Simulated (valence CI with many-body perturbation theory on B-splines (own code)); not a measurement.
## A CI+MBPT run for Te2+

Calculated by configuration interaction combined with many-body perturbation theory (CI+MBPT): four valence electrons over a frozen Dirac-Fock core [Kr] 4d10, a basis of 4 s, 4 p, 4 d, 3 f functions for each j, with the one-electron correlation potential Σ1 (screened to all orders), the two-electron term Σ2, the three-electron term Σ3, Breit, model QED; selected single and double excitations, second order for the rest, scaled by the run's own slope (own B-spline code, finite nucleus).

Command, and the settings that its task file holds:

```sh
python run_cv.py task.json out
```

```
atom Te  Z=52  mass_number=130  rms_radius_fm=4.7423
core [Kr] 4d10
valence 5s2 5p2
avg = 1
basis = S
breit = 1
cap = 10000
capref = 1200
cscale = 1
de = 0.0
dress = 0
eps = 2e-08
extrap = 1
h = 0.27
hh = 1
l2 = 3
lcore = 5
maxit = 60
n2 = 5
natural = 1
nlev = 21
nno = [1, 1, 2, 2, 0]
nroot = 26
nsp = [3, 3, 2, 1, 0]
pt2 = 1
qed = 1
rpa = 1
s1 = 1
s2 = 1
s3 = 1
screen = 1
tol = 2e-05
whole = 1
```

It took 46 s on 1 thread of Arm Neoverse V2, on a shared host.

Log. The first blocks belong to the next ion, which gives the ionisation energy. Fields: 2J, parity (1 odd), roots, reference size, generating configurations, candidates as configurations/state functions, variational space P, stored matrix elements, Davidson steps; e2 is the range of second-order energies in hartree. The first line gives the box (bohr), its intervals, the orbitals and the steps of their self-consistent field. Window is the range of levels sought, series limit the energy at which the first omitted orbital would enter, core excitation an estimate of the first excitation out of the core, left out the lowest levels not solved, and shifts from estimates the range by which levels moved from their first estimate, all in cm⁻¹.

```
rmax 21.1 intervals 64 orbitals 26 references ['5s2 5p2', '5s 5p3'] scf 7 t 1.1
2J=1 par=1 roots 2 ref 40 generators 11 cand 784/1123 P 479/697 nnz 0 it 0
2J=1 par=1 roots 2 ref 40 generators 34 cand 758/1114 P 810/1213 nnz 0 it 0
   second order: generators 68 cand 492/689 e2 -0.00000 -0.00000
reference levels 156, estimated 101, window 117141 1/cm; series limit 171326, core excitation 343947
2J=0 par=0 roots 3 ref 16 generators 23 cand 2162/3865 P 2004/3228 nnz 7.2e+05 it 5
2J=0 par=0 roots 3 ref 16 generators 69 cand 4521/8946 P 3232/5677 nnz 1.7e+06 it 6
   second order: generators 158 cand 5661/11217 e2 -0.00004 -0.00002
2J=2 par=0 roots 2 ref 30 generators 21 cand 3062/12046 P 1125/3537 nnz 1.2e+06 it 5
2J=2 par=0 roots 2 ref 30 generators 52 cand 4407/18878 P 2423/8735 nnz 5.5e+06 it 8
   second order: generators 127 cand 5927/29043 e2 -0.00006 -0.00006
2J=4 par=0 roots 3 ref 34 generators 30 cand 3874/21979 P 962/3540 nnz 1.4e+06 it 5
2J=4 par=0 roots 3 ref 34 generators 69 cand 5376/34606 P 2177/9998 nnz 8e+06 it 7
   second order: generators 166 cand 6918/47105 e2 -0.00014 -0.00009
2J=4 par=1 roots 8 ref 14 generators 54 cand 4682/25843 P 900/3509 nnz 1.4e+06 it 9
2J=4 par=1 roots 8 ref 14 generators 119 cand 6326/39607 P 2266/10000 nnz 8.1e+06 it 10
   second order: generators 240 cand 7439/51186 e2 -0.00024 -0.00004
2J=2 par=1 roots 8 ref 14 generators 59 cand 4972/22370 P 1116/3513 nnz 1.2e+06 it 8
2J=2 par=1 roots 8 ref 14 generators 138 cand 6001/28038 P 2803/10000 nnz 7e+06 it 11
   second order: generators 281 cand 6975/35421 e2 -0.00015 -0.00006
2J=6 par=1 roots 4 ref 7 generators 36 cand 4213/27967 P 803/3504 nnz 1.5e+06 it 7
2J=6 par=1 roots 4 ref 7 generators 88 cand 5585/38145 P 2060/9997 nnz 8.5e+06 it 9
   second order: generators 182 cand 7126/53393 e2 -0.00026 -0.00009
2J=0 par=1 roots 3 ref 5 generators 33 cand 3546/6488 P 1360/2119 nnz 0 it 6
2J=0 par=1 roots 3 ref 5 generators 73 cand 4737/9114 P 3204/5504 nnz 1.8e+06 it 9
   second order: generators 165 cand 5577/11168 e2 -0.00003 -0.00002
2J=8 par=1 roots 2 ref 2 generators 23 cand 3530/22462 P 730/3224 nnz 1.4e+06 it 5
2J=8 par=1 roots 2 ref 2 generators 51 cand 4833/32237 P 1658/8855 nnz 7.1e+06 it 6
   second order: generators 104 cand 5581/40064 e2 -0.00008 -0.00006
left out: unestimated 177449, estimated 128222, shifts from estimates -83 to 0
operators 3.8
```

The Davidson iterations converged.

Set against measurement, 19 paired levels are off by 214 cm⁻¹ on average, the worst by 797. These come from a selection out of Zhang, Palmeri, Quinet and Biemont, Astron. Astrophys. 551, A136 (2013). Levels without a partner in it may be off by more. 3 measured levels below the end of the list, from 114216 cm⁻¹ on, found no clear computed partner, and computed levels of the same name lie up to 2395 cm⁻¹ from them.

```yaml
Valence_energy: -7.143135 hartree
Ionisation_energy: "27.758 eV (NIST: 27.84 ± 0.04 eV (measured))"
Reference_configurations_for_the_orbitals: 5s2 5p2, 5s 5p3
Radial_orbitals: 26
Box_radius: 21.07 bohr
Largest_variational_space: 10000
Lowest_levels: 5s2.5p2 3P_0 0.0, 5s2.5p2 3P_1 4715, 5s2.5p2 3P_2 8177, 5s2.5p2 1D_2 17504, 5s2.5p2 1S_0 30786, 5s.5p3 5S°_2 63789, 5s.5p3 3D°_1 82653, 5s.5p3 3D°_2 82966, 5s.5p3 3D°_3 84959, 5s2.5p.5d 1D°_2 94965, 5s.5p3 3P°_0 96050, 5s.5p3 3P°_1 96565, 5s.5p3 3P°_2 100425, 5s2.5p.5d 3F°_2 104867 cm⁻¹
```

Names give the largest LS component (configuration and term), which can be under half, so a name can repeat, a term be missing and a line seem to break the LS rules; names also repeat where a configuration has a term twice.
